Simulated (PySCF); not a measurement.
Correlation energy of Bi (bismuth, neutral)

[Xe] 4f14 5d10 6s1 6p4, high-spin 4P determinant (an excited configuration). Calculation: PySCF 2.14, in x2c-QZVPPall (16s10p9d6f1g, 142 functions); scalar relativity by spin-free X2C-1e. Frozen: [Xe] 4f14 5d10; 5 electrons correlated.

MP2 pair energies summed by pair of shells (mhartree):

```csv
pair,energy,share (%)
6p-6p,-47.81,84.4
6s-6p,-8.83,15.6
```

Total MP2 correlation energy: -56.65 mhartree.

Same-spin part -15.13 and opposite-spin part -41.51 mhartree; SCS-MP2 scales them by 1/3 and 6/5 to -54.86 mhartree.

Spin-orbit coupling is strong in this species, so the high-spin LS determinant is a model state.
